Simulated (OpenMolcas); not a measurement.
## 4d⁶ along the 42-electron sequence

```json
{"Program": "OpenMolcas", "Method": "CASSCF", "Basis": "ANO-RCC-VTZP", "Scalar Hamiltonian": "DKH2, point nucleus", "Spin-orbit coupling": "RASSI with atomic mean-field integrals over the reference wave functions, term energies averaged over their components"}
```

Active space for each ion: 6 electrons in 5 orbitals (4d).

Computed levels in cm-1 above ⁵D₄:

```csv
Level,Ru2+,Rh3+,Pd4+,Ag5+
⁵D₃,1143,1534,2040,2533
⁵D₂,1856,2451,3187,3891
⁵D₁,2311,3045,3955,4830
⁵D₀,2531,3331,4318,5268
³H₆,17825,20112,22044,24343
³H₅,18231,20592,22579,24922
³P₂(1),19030,21331,23169,25452
³F₄(1),20290,23008,25468,28370
³F₃(1),20744,23440,25743,28464
weight of ⁵D in the lowest level (%),99,99,98,98
```

Mixed levels, with the weight of the term that names them: Ru2+ ³F₄(1) (71 %), Rh3+ ³F₄(1) (64 %), Pd4+ ³F₄(1) (57 %), Ag5+ ³F₄(1) (53 %).

Measured, with the error of the calculation in %. Measured levels: Ru2+ from Moore, Atomic Energy Levels, vol. III, NSRDS-NBS 35 (1971 reprint of NBS Circular 467, 1958); Ag5+ from the list in Gamrath, thesis, University of Mons (2023).

```json
{"Level": "⁵D₃", "Ru2+": "1159 (-1.3)", "Ag5+": "2692 (-5.9)"}
{"Level": "⁵D₂", "Ru2+": "1826 (+1.6)", "Ag5+": "3953 (-1.6)"}
{"Level": "⁵D₁", "Ru2+": "2266 (+2.0)", "Ag5+": "4941 (-2.2)"}
{"Level": "⁵D₀", "Ru2+": "2476 (+2.2)", "Ag5+": "5380 (-2.1)"}
{"Level": "³H₆", "Ru2+": "", "Ag5+": "21512 (+13.2)"}
{"Level": "³H₅", "Ru2+": "", "Ag5+": "21812 (+14.3)"}
{"Level": "³P₂(1)", "Ru2+": "", "Ag5+": "21042 (+21.0)"}
{"Level": "³F₃(1)", "Ru2+": "", "Ag5+": "24441 (+16.5)"}
```

The fine-structure level ⁵D₀ changes by a factor of 2.08 from Ru2+ to Ag5+. Its fourth root runs 7.09, 7.60, 8.11, 8.52, with steps per unit of Z of 0.50, 0.51, 0.41; equal steps would mean a (Z - σ)^4 law with constant σ.

³H₆ changes by a factor of 1.37 over the same range, with steps per unit of Z of +2290, +1930, +2300 cm-1.

Without dynamic correlation excited terms often stand tens of per cent too high (terms of higher spin than the ground term too low), and those without a measured partner can miss by more than the paired ones. Levels of configurations with an s electron are missing; early in the row they begin among the upper levels of the d shell and mix with terms of their name (holds for Ru2+). Measured partners are found by configuration, term and J. A level has none where our copy of the source lacks it or the pairing is in doubt (some pairs that miss far off the trend of their configuration count as doubtful), and it then counts in no deviation. Only configurations of the active space appear.

A number in round brackets counts repeated terms of one configuration in the order of the reference energies.
